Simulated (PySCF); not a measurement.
## Indirect couplings

Cartesian coordinates in Å; atom numbers follow the order of the lines, from 1:
```xyz
15

C    -2.1184    0.1760   -0.3840
C    -1.0792   -0.5841    0.3928
F    -1.3254   -0.4664    1.7225
F    -1.1505   -1.9052    0.0935
C     0.3357   -0.1305    0.1537
C     1.4381   -0.8388   -0.1219
F     1.6034   -2.1079   -0.3136
C     2.6162    0.0821   -0.2091
O     3.7475   -0.1760   -0.4502
O     2.1423    1.3368    0.0496
C     0.7781    1.2818    0.2723
O     0.1380    2.2566    0.4963
H    -3.1034   -0.2444   -0.1421
H    -2.0876    1.2364   -0.1037
H    -1.9359    0.0744   -1.4622
```

Method: B3LYP/pcJ-1 (spin–dipole term only in couplings to heteroatoms)//PBE0-D3(BJ)/def2-SVP, PySCF 2.14; isolated molecule, single conformer, non-relativistic. Couplings are averaged over pairs made equivalent by symmetry, fast rotation or ring inversion, so a value needn't be that of the named pair in this geometry, while other rotamers aren't included; one pair stands for each set, and the list holds those of at least 0.8 Hz over up to four bonds, among pairs with at least one F or H atom (others weren't computed). One-bond C–F couplings come out tens of Hz too large with common functionals.

Isotopes: ¹³C, ¹⁹F, ¹H, ¹⁷O. Couplings to quadrupolar nuclei such as 17O and 33S are rarely resolved in practice.

```
    pair  bonds  J (Hz)
 C1, H13      1   138.2
  C2, F3      1  -297.2
  C6, F7      1  -394.7
  C1, F3      2    26.3
 C2, H13      2       ?
  F3, F4      2   247.8
  F3, C5      2    31.5
  C5, F7      2    -4.2
  F7, C8      2    28.5
H13, H14      2       ?
  C2, F7      3    -2.3
  F3, C6      3     1.4
 F3, C11      3     5.7
 F3, H13      3       ?
 C5, H13      3     2.6
  F7, O9      3    -6.9
 F7, O10      3       ?
 F7, C11      3       ?
  F3, F7      4       ?
 F4, O10      4    -1.4
 F7, O12      4       ?
```

Question: Estimate the withheld couplings, with signs.

Answer: 
- ²J(C2,H13) = -4.4 Hz (mean over equivalent pairs that range from -8.9 to -1.5 Hz in this conformer)
- ²J(H13,H14) = -14.7 Hz
- ³J(F3,H13) = 19.3 Hz (mean over equivalent pairs that range from 1.9 to 46.7 Hz in this conformer)
- ³J(F7,O10) = 8.1 Hz (dihedral angle 179°)
- ³J(F7,C11) = 12.4 Hz (dihedral angle 180°)
- ⁴J(F3,F7) = 19.7 Hz (mean over equivalent pairs that range from 8.0 to 31.3 Hz in this conformer)
- ⁴J(F7,O12) = -14.9 Hz
